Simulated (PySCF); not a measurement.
C$_{5}$H$_{11}$O$_{3}$ (SMILES COCCOCC[O]), doublet, geometry from GFN2-xTB; PySCF with CCSD(T)/STO-3G.

The PySCF input:
```python
from pyscf import gto, scf, cc

mol = gto.M(
    atom='''
C    -3.401778    0.906730   -0.378940
O    -2.121152    0.591730    0.105345
C    -1.782226   -0.761431   -0.069800
C    -0.338362   -0.960578    0.375386
O     0.521024   -0.618306   -0.687478
C     1.864162   -0.601380   -0.383020
C     2.315159    0.763836    0.336576
O     3.554817    0.695160    0.719511
H    -4.175955    0.327140    0.139460
H    -3.478665    0.713602   -1.455614
H    -3.552568    1.966707   -0.187965
H    -2.449094   -1.401125    0.529711
H    -1.873919   -1.050431   -1.126685
H    -0.165626   -2.003789    0.676052
H    -0.150606   -0.308254    1.241192
H     2.413977   -0.635960   -1.325118
H     2.170529   -1.426488    0.270326
H     2.069913    1.600521   -0.346163
H     1.612768    0.786343    1.204565
''',
    basis='sto-3g',
    charge=0,
    spin=1,
    verbose=4,
)

mf = scf.UHF(mol)
mf.kernel()

mycc = cc.CCSD(mf, frozen=8)
mycc.kernel()
et = mycc.ccsd_t()
print('E(CCSD(T)) = %.10f' % (mycc.e_tot + et))
```

Output, abridged:

```
PySCF version 2.14.0

[INPUT] verbose = 4
[INPUT] num. atoms = 19
[INPUT] num. electrons = 65
[INPUT] charge = 0
[INPUT] spin (= nelec alpha-beta = 2S) = 1
[INPUT] symmetry False subgroup None
[INPUT] Mole.unit = angstrom
[INPUT] Symbol           X                Y                Z      unit          X                Y                Z       unit  Magmom
[INPUT]  1 C     -3.401778000000   0.906730000000  -0.378940000000 AA   -6.428428756571   1.713471368927  -0.716092817643 Bohr   0.0
[INPUT]  2 O     -2.121152000000   0.591730000000   0.105345000000 AA   -4.008396348573   1.118207639689   0.199073198592 Bohr   0.0
[INPUT]  3 C     -1.782226000000  -0.761431000000  -0.069800000000 AA   -3.367919032079  -1.438896052754  -0.131902883495 Bohr   0.0
[INPUT]  4 C     -0.338362000000  -0.960578000000   0.375386000000 AA   -0.639411510960  -1.815229341282   0.709376730996 Bohr   0.0
[INPUT]  5 O      0.521024000000  -0.618306000000  -0.687478000000 AA    0.984592664325  -1.168429001175  -1.299145136664 Bohr   0.0
[INPUT]  6 C      1.864162000000  -0.601380000000  -0.383020000000 AA    3.522755631821  -1.136443496791  -0.723802900231 Bohr   0.0
[INPUT]  7 C      2.315159000000   0.763836000000   0.336576000000 AA    4.375016444822   1.443440844083   0.636036460102 Bohr   0.0
[INPUT]  8 O      3.554817000000   0.695160000000   0.719511000000 AA    6.717630552948   1.313662012753   1.359678733612 Bohr   0.0
[INPUT]  9 H     -4.175955000000   0.327140000000   0.139460000000 AA   -7.891411258508   0.618205004390   0.263541205332 Bohr   0.0
[INPUT] 10 H     -3.478665000000   0.713602000000  -1.455614000000 AA   -6.573724129110   1.348512341942  -2.750711803083 Bohr   0.0
[INPUT] 11 H     -3.552568000000   1.966707000000  -0.187965000000 AA   -6.713380558894   3.716537597265  -0.355202371004 Bohr   0.0
[INPUT] 12 H     -2.449094000000  -1.401125000000   0.529711000000 AA   -4.628116913316  -2.647742516281   1.001008715169 Bohr   0.0
[INPUT] 13 H     -1.873919000000  -1.050431000000  -1.126685000000 AA   -3.541193689619  -1.985026902753  -2.129126078656 Bohr   0.0
[INPUT] 14 H     -0.165626000000  -2.003789000000   0.676052000000 AA   -0.312987779107  -3.786612421416   1.277553125964 Bohr   0.0
[INPUT] 15 H     -0.150606000000  -0.308254000000   1.241192000000 AA   -0.284604092716  -0.582515636802   2.345512948001 Bohr   0.0
[INPUT] 16 H      2.413977000000  -0.635960000000  -1.325118000000 AA    4.561755400999  -1.201790226178  -2.504110102731 Bohr   0.0
[INPUT] 17 H      2.170529000000  -1.426488000000   0.270326000000 AA    4.101705355426  -2.695671639979   0.510842104349 Bohr   0.0
[INPUT] 18 H      2.069913000000   1.600521000000  -0.346163000000 AA    3.911568671677   3.024546346615  -0.654153264458 Bohr   0.0
[INPUT] 19 H      1.612768000000   0.786343000000   1.204565000000 AA    3.047689822463   1.485972909969   2.276297949237 Bohr   0.0

nuclear repulsion = 389.406290911351
number of shells = 35
number of NR pGTOs = 153
number of NR cGTOs = 51
basis = sto-3g
ecp = {}

******** <class 'pyscf.scf.uhf.UHF'> ********
method = UHF
initial guess = minao
damping factor = 0
level_shift factor = 0
DIIS = <class 'pyscf.scf.diis.CDIIS'>
diis_start_cycle = 1
diis_space = 8
diis_damp = 0
SCF conv_tol = 1e-09
SCF conv_tol_grad = None
SCF max_cycles = 50
direct_scf = True
direct_scf_tol = 1e-13
number electrons alpha = 33  beta = 32
Set gradient conv threshold to 3.16228e-05
init E= -416.312489017957

cycle= 1 E= -414.50503496068  delta_E= 1.81  |g|= 0.604  |ddm|= 3.74
cycle= 2 E= -414.807975236071  delta_E= -0.303  |g|= 0.342  |ddm|= 1.22
cycle= 3 E= -414.887440294561  delta_E= -0.0795  |g|= 0.107  |ddm|= 0.447
cycle= 4 E= -414.909881896884  delta_E= -0.0224  |g|= 0.0389  |ddm|= 0.276
cycle= 5 E= -414.913006042413  delta_E= -0.00312  |g|= 0.0105  |ddm|= 0.116
cycle= 6 E= -414.913195929568  delta_E= -0.00019  |g|= 0.00521  |ddm|= 0.024
cycle= 7 E= -414.913259436742  delta_E= -6.35e-05  |g|= 0.00255  |ddm|= 0.0181
cycle= 8 E= -414.913276569605  delta_E= -1.71e-05  |g|= 0.00136  |ddm|= 0.00842
cycle= 9 E= -414.913284033236  delta_E= -7.46e-06  |g|= 0.000938  |ddm|= 0.00599
cycle= 10 E= -414.91328867896  delta_E= -4.65e-06  |g|= 0.000828  |ddm|= 0.00422
cycle= 11 E= -414.913292723139  delta_E= -4.04e-06  |g|= 0.000802  |ddm|= 0.00381
cycle= 12 E= -414.913296110213  delta_E= -3.39e-06  |g|= 0.000795  |ddm|= 0.00321
cycle= 13 E= -414.913307122815  delta_E= -1.1e-05  |g|= 0.000773  |ddm|= 0.0106
cycle= 14 E= -414.913377524924  delta_E= -7.04e-05  |g|= 0.000687  |ddm|= 0.0776
cycle= 15 E= -414.913391347916  delta_E= -1.38e-05  |g|= 0.000636  |ddm|= 0.0179
cycle= 16 E= -414.913472425137  delta_E= -8.11e-05  |g|= 0.00144  |ddm|= 0.173
cycle= 17 E= -414.9134714051  delta_E= 1.02e-06  |g|= 0.00129  |ddm|= 0.00682
cycle= 18 E= -414.913472258532  delta_E= -8.53e-07  |g|= 0.00122  |ddm|= 0.00246
cycle= 19 E= -414.913476794037  delta_E= -4.54e-06  |g|= 0.000749  |ddm|= 0.0145
cycle= 20 E= -414.913482518006  delta_E= -5.72e-06  |g|= 0.00098  |ddm|= 0.0564
cycle= 21 E= -414.91348347245  delta_E= -9.54e-07  |g|= 0.000594  |ddm|= 0.00117
cycle= 22 E= -414.913483994405  delta_E= -5.22e-07  |g|= 0.000313  |ddm|= 0.00712
cycle= 23 E= -414.913484154493  delta_E= -1.6e-07  |g|= 3.68e-05  |ddm|= 0.00284
cycle= 24 E= -414.913484155268  delta_E= -7.76e-10  |g|= 2.8e-05  |ddm|= 0.000717
Extra cycle  E= -414.913484156332  delta_E= -1.06e-09  |g|= 1.12e-05  |ddm|= 5.23e-05
converged SCF energy = -414.913484156332  <S^2> = 0.75776976  2S+1 = 2.0077547

******** <class 'pyscf.cc.uccsd.UCCSD'> ********
CC2 = 0
CCSD nocc = (np.int64(25), np.int64(24)), nmo = (43, 43)
frozen orbitals 8
max_cycle = 50
direct = 0
conv_tol = 1e-07
conv_tol_normt = 1e-06
diis_space = 6
diis_start_cycle = 0
diis_start_energy_diff = 1e+09
Init t2, MP2 energy = -0.335965537745215
Init E_corr(UCCSD) = -0.335965537871377
cycle = 1  E_corr(UCCSD) = -0.40594421685067  dE = -0.069978679  norm(t1,t2) = 0.104886
cycle = 2  E_corr(UCCSD) = -0.428610778576793  dE = -0.0226665617  norm(t1,t2) = 0.0388662
cycle = 3  E_corr(UCCSD) = -0.44150375620244  dE = -0.0128929776  norm(t1,t2) = 0.0188707
cycle = 4  E_corr(UCCSD) = -0.442280304239488  dE = -0.000776548037  norm(t1,t2) = 0.00592468
cycle = 5  E_corr(UCCSD) = -0.442150086473863  dE = 0.000130217766  norm(t1,t2) = 0.0037699
cycle = 6  E_corr(UCCSD) = -0.442199598922599  dE = -4.95124487e-05  norm(t1,t2) = 0.00149387
cycle = 7  E_corr(UCCSD) = -0.442207882238772  dE = -8.28331617e-06  norm(t1,t2) = 0.000742074
cycle = 8  E_corr(UCCSD) = -0.442206738094575  dE = 1.1441442e-06  norm(t1,t2) = 0.000535602
cycle = 9  E_corr(UCCSD) = -0.442206534138767  dE = 2.03955808e-07  norm(t1,t2) = 0.00050114
cycle = 10  E_corr(UCCSD) = -0.442208692988014  dE = -2.15884925e-06  norm(t1,t2) = 0.000487253
cycle = 11  E_corr(UCCSD) = -0.442210136113361  dE = -1.44312535e-06  norm(t1,t2) = 0.000477934
cycle = 12  E_corr(UCCSD) = -0.442210914710412  dE = -7.78597051e-07  norm(t1,t2) = 0.000461205
cycle = 13  E_corr(UCCSD) = -0.44221289681348  dE = -1.98210307e-06  norm(t1,t2) = 0.000420532
cycle = 14  E_corr(UCCSD) = -0.442220201301842  dE = -7.30448836e-06  norm(t1,t2) = 0.00033033
cycle = 15  E_corr(UCCSD) = -0.442232083474896  dE = -1.18821731e-05  norm(t1,t2) = 0.000229298
cycle = 16  E_corr(UCCSD) = -0.442234012363604  dE = -1.92888871e-06  norm(t1,t2) = 0.000112903
cycle = 17  E_corr(UCCSD) = -0.442232070684817  dE = 1.94167879e-06  norm(t1,t2) = 5.60182e-05
cycle = 18  E_corr(UCCSD) = -0.442230281689338  dE = 1.78899548e-06  norm(t1,t2) = 2.90288e-05
cycle = 19  E_corr(UCCSD) = -0.442229696216315  dE = 5.85473024e-07  norm(t1,t2) = 1.38937e-05
cycle = 20  E_corr(UCCSD) = -0.442229499428592  dE = 1.96787723e-07  norm(t1,t2) = 8.62113e-06
cycle = 21  E_corr(UCCSD) = -0.442229461130744  dE = 3.82978486e-08  norm(t1,t2) = 5.58181e-06
cycle = 22  E_corr(UCCSD) = -0.442229441428437  dE = 1.9702307e-08  norm(t1,t2) = 4.0188e-06
cycle = 23  E_corr(UCCSD) = -0.442229435285636  dE = 6.14280055e-09  norm(t1,t2) = 3.53138e-06
cycle = 24  E_corr(UCCSD) = -0.442229415059454  dE = 2.02261818e-08  norm(t1,t2) = 3.31868e-06
cycle = 25  E_corr(UCCSD) = -0.442229401480525  dE = 1.3578929e-08  norm(t1,t2) = 3.14178e-06
cycle = 26  E_corr(UCCSD) = -0.442229383585108  dE = 1.78954171e-08  norm(t1,t2) = 2.9958e-06
cycle = 27  E_corr(UCCSD) = -0.442229317230174  dE = 6.63549335e-08  norm(t1,t2) = 2.79885e-06
cycle = 28  E_corr(UCCSD) = -0.442229233322598  dE = 8.39075766e-08  norm(t1,t2) = 2.16343e-06
cycle = 29  E_corr(UCCSD) = -0.442229204139939  dE = 2.91826587e-08  norm(t1,t2) = 1.21913e-06
cycle = 30  E_corr(UCCSD) = -0.44222921072335  dE = -6.58341137e-09  norm(t1,t2) = 6.41522e-07
UCCSD converged
E(UCCSD) = -415.3557133670549  E_corr = -0.4422292107233504
UCCSD(T) correction = -0.00523406870267404
E(CCSD(T)) = -415.3609474358
```
